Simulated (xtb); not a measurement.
CH3N2S, SMILES S=C([NH])N (connectivity only; charge and spin as stated), charge -1, multiplicity 1. All values are semi-empirical tight-binding results from xtb (GFN2-xTB unless named), good for trends rather than for accurate numbers. Geometry optimised at GFN2-xTB. The multiplicity is an assumed one; other spin states were not compared. The isomer is the one that the SMILES or the coordinates give; other isomers of the formula were not compared. One conformer was computed; it need not be the lowest.

Optimised geometry:

```xyz
7

N      0.9247    -1.0048     0.8838
C      0.0352    -0.3103     0.2685
N     -1.3006    -0.6686     0.5032
S      0.2413     1.0170    -0.7862
H      1.8622    -0.6430     0.7153
H     -1.3985    -1.6263     0.8154
H     -1.9047    -0.4276    -0.2707
```
Charge -1, spin multiplicity 1.

Computed properties:
```yaml
orbital_gap: 3.34 eV
zero_point_energy: 29.4 kcal/mol
G − E(el) at 298.15 K (modified RRHO): 12.3 kcal/mol
static polarisability (D4 model): 52.9 bohr³
solvation energy, GFN2-xTB/ALPB(water): -62.5 kcal/mol
solvation energy, GFN2-xTB/ALPB(dmso): -54.7 kcal/mol
```

Question: Give the atomic charges and the Wiberg bond orders between heavy atoms. (Estimate from the structure and the level; the computed values follow.)

Answer: charges (e) N1 -0.49, C2 0.25, N3 -0.32, S4 -0.79, H5 0.09, H6 0.12, H7 0.14. Bond orders N1–C2 1.64, C2–N3 1.09, C2–S4 1.21.
